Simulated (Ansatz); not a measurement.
Basis-set extrapolation for C₂H₈OSi₂, SMILES `C[SiH]1CO[SiH2]1` (PBE0-D4/def2-TZVP geometry, frozen core, Ansatz 0.2.0). Multiplicity 1, RHF reference.

```
                      def2-TZVPP   def2-QZVPP
                 HF  -733.215561  -733.240890
    MP2 correlation    -0.822941    -0.882113
CCSD(T) correlation    -0.912469      not run
```

Energies in hartree. Use E(X) = E(∞) + A·exp(−7.88·√X) for Hartree–Fock and E(X) = E(∞) + B·X^(−2.97) for correlation, with X = 3 and 4, and add CCSD(T) minus MP2 of the smaller set to the MP2 limit.

Task: What is the CCSD(T) energy at the basis-set limit?

Result: HF limit: -733.240890 + (-0.025329) × 0.13774 = -733.24438. MP2 limit: -0.882113 + (-0.059172) × 0.74074 = -0.92594. Higher-order term: -0.912469 − (-0.822941) = -0.08953. Total: -734.25985 hartree, 346.1 kJ/mol below CCSD(T)/def2-TZVPP.
